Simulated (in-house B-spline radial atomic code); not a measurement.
Orbital energies and mean radii along the 41-electron series, configuration 1s2 2s2 2p6 3s2 3p6 3d10 4s2 4p6 4d3/2(4) 4d5/2(1). The effective charge is n√(-2ε), a non-relativistic measure. Computed with an all-electron radial atomic-structure program (B-spline basis): Dirac-Hartree-Fock, jj configuration that fills j = l - 1/2 first, finite nuclei.

```csv
ion,Z,energy of 3d3/2 (Eh),mean radius of 3d3/2 (bohr),energy of 3d5/2 (Eh),mean radius of 3d5/2 (bohr),energy of 3p3/2 (Eh),mean radius of 3p3/2 (bohr),effective charge of 3d3/2
W33+,74,-117.95,0.17732,-115.35,0.18203,-132.77,0.20267,46.077
Re34+,75,-123.28,0.17414,-120.52,0.17888,-138.4,0.19925,47.107
Os35+,76,-128.73,0.17106,-125.79,0.17584,-144.14,0.19592,48.138
Ir36+,77,-134.3,0.16809,-131.18,0.1729,-150.01,0.1927,49.168
Pt37+,78,-139.99,0.16521,-136.68,0.17005,-155.99,0.18958,50.198
```

(1) How does the screening of 3d3/2 change?

Answers

(1) Z less the effective charge goes from 27.92 at Z = 74 to 27.80 at Z = 78.
